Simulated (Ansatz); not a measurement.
Ideal-gas functions of AlFGeH4, SMILES `[F][GeH2][AlH2]` at 800 K and 1 bar, from an Ansatz frequency run at PBE0-D4/def2-TZVP.

Molar mass 122.62 g/mol, point group Cs (symmetry number 1), electronic degeneracy 1, moments of inertia 44.866, 175.903, 214.522 u Å². Harmonic wavenumbers (cm⁻¹, unscaled): 74, 121, 314, 317, 413, 564, 666, 669, 747, 778, 868, 1921, 1945, 2111, 2117.

Use S(trans) = R[1.5 ln M + 2.5 ln T − 1.1517]; rotational temperatures θ = 24.2544 K / I; S(rot) = R[ln(√π/σ · √(T³/θAθBθC)) + 1.5]; for each mode x = 1.438777 ν̃/T, S = R[x/(eˣ − 1) − ln(1 − e⁻ˣ)] and H = RT x/(eˣ − 1); 1 cm⁻¹ = 0.0119627 kJ/mol; R = 8.31446 J/(mol·K).

Q: By hand: the entropy, in J/(mol·K).

A: Translation 189.3. Rotation: θ = 0.5406, 0.1379, 0.1131 K, giving 120.5. Vibration, mode by mode: 25.09, 21.01, 13.18, 13.10, 10.98, 8.54, 7.29, 7.26, 6.46, 6.17, 5.41, 1.20, 1.16, 0.91, 0.91, in all 128.7. Electronic 0.0. Sum 438.5 J/(mol·K).

Q: By hand: H − E and G − E in kJ/mol, counted from the electronic energy.

A: Zero-point energy ½ × 13625 × 0.0119627 = 81.5; thermal vibration 48.9; translation, rotation and pV give 4 RT = 26.6. H − E = 157.0 kJ/mol, and G − E = 157.0 − 800 × 438.5/1000 = -193.8 kJ/mol.

Vibration gives 29 % of the entropy, 46.1 J/(mol·K) of it from the modes under 150 cm⁻¹: soft modes count most, and the harmonic formula is weakest for them.
